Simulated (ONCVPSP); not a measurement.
u(r) = r·R(r): atom against pseudo-atom (P)

Columns: radius, all-electron u(r) and pseudo u(r) of the 3s shell (level -13.97 eV) of phosphorus in the configuration [Ne] 3s2 3p3; PBE, scalar-relativistic, ONCV scheme, ONCVPSP 4.0.1.

```csv
r (bohr),all-electron,pseudo
0.098,0.1234,0.0308
0.195,-0.1726,0.0620
0.292,-0.3490,0.0961
0.390,-0.3642,0.1372
0.488,-0.2692,0.1875
0.585,-0.1196,0.2459
0.682,0.0483,0.3099
0.780,0.2135,0.3772
0.878,0.3617,0.4465
0.975,0.4862,0.5175
1.072,0.5872,0.5898
1.170,0.6664,0.6595
1.268,0.7244,0.7186
1.365,0.7629,0.7605
1.463,0.7851,0.7847
1.560,0.7929,0.7929
1.658,0.7893,0.7892
1.755,0.7764,0.7763
1.852,0.7562,0.7562
1.950,0.7302,0.7302
2.047,0.7005,0.7005
2.145,0.6677,0.6677
2.242,0.6335,0.6335
2.340,0.5981,0.5981
2.438,0.5625,0.5624
2.535,0.5275,0.5275
```

Problem. How many radial nodes do the two functions have?

Solution. The all-electron 3s function has n − l − 1 = 2; the pseudo-wave has 0, since the states of the same l below it are removed with the core.

Problem. At about which radius was the pseudo-wave matched?

Solution. 1.60 bohr. The columns agree to 0.0005 from 1.46 bohr on; several derivatives are matched, so the curves merge somewhat inside the radius.

Problem. Where does each function peak?

Solution. Outermost all-electron maximum near 1.56 bohr, pseudo maximum near 1.56 bohr (to the table’s step).

Problem. Is the pseudo-wave norm-conserving?

Solution. Yes: the ONCV scheme keeps the norm inside the radius equal to the all-electron one, which fixes the energy derivative of the logarithmic derivative at the level.
